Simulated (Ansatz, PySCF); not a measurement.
Breaking a bond: SiAl (cation, charge +1), lowest singlet found (which spin is the ground state isn't settled by this scan).

Levels: RCCSD(T) = CCSD(T) on RHF/aug-cc-pVDZ, frozen core in Ansatz (a quantum-chemistry and plane-wave program); RMP2 = MP2 on RHF/aug-cc-pVDZ, frozen core run with Ansatz; RHF/3-21G = restricted Hartree-Fock/3-21G run with PySCF.

Energies are in kJ/mol, each relative to the lowest point of its own curve between 2.94 and 3.71 Å, where full CI is lowest.

```
R / Å  RCCSD(T)   RMP2  RHF/3-21G
-----  --------  -----  ---------
2.94        3.1    3.3        1.2
3.16        0.0    0.0        0.0
3.40        5.8    6.0        0.5
3.71       19.8   20.8        2.1
4.13       42.1   43.9        4.4
4.58       63.8   66.6        5.9
5.08       82.3   86.6        6.4
5.80       98.5  105.6        5.9
6.74      108.3  118.3        4.5
7.96      113.2  125.3        3.2
```

At the longest distance, 7.96 Å, RMP2 lies highest above its minimum (125.3 kJ/mol) and RHF/3-21G lowest (3.2 kJ/mol).

The scan ran from 1.65 to 7.96 Å; beyond the distances shown full CI changes its symmetry label. The restricted form behind RMP2, RHF/3-21G keeps the bonding electrons paired and can't separate into open-shell fragments.
